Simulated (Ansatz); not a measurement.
Reactions of CH7BSSi, SMILES `C[SiH2]BS`.

Computed with Ansatz on PBE0-D4/def2-TZVP structures; ΔE is electronic, products minus reactants. CBS: MP2 limit from def2 TZ/QZ plus the TZ coupled-cluster correction, frozen cores. This one scheme is used for every species. DFT in def2-TZVPP. def2 core potentials past Kr. For Te outer-core shells are correlated without core-valence functions, which leaves a few kJ/mol of doubt a bond. Each species was taken in one conformer, which may not be the lowest.

```
                                                    reaction  r2SCAN-D4 (kcal/mol)  HF/CBS(def2) (kcal/mol)  ωB97M-V (kcal/mol)  CCSD(T)/CBS(def2) (kcal/mol)
                     `C[SiH2]BS` + `SS` → `C[SiH2]SS` + `BS`                 -18.0                    -19.2               -18.9                         -18.4
     `C[SiH2]BS` + `CC(C)[TeH]` → `CC(C)BS` + `C[SiH2][TeH]`                 -25.1                    -27.9               -25.9                         -24.0
                       `C[SiH2]BS` + H₂S → `SBS` + `C[SiH3]`                 -21.5                    -22.1               -21.2                         -20.4
         `C[SiH2]BS` + `O[SiH2]F` → `F[SiH2]OBS` + `C[SiH3]`                 -30.1                    -36.2               -31.2                         -29.9
`C[SiH2]BS` + `[OH][AlH][Cl]` → `SB[O][AlH][Cl]` + `C[SiH3]`                 -31.7                    -39.2               -32.7                         -31.5
 `C[SiH2]BS` + `C=C(C)[SiH3]` → `[SiH3][SiH2]BS` + `C=C(C)C`                   1.6                      4.4                 4.1                           3.1
```

Largest T1 diagnostic: 0.016, for `[SiH3][SiH2]BS`.
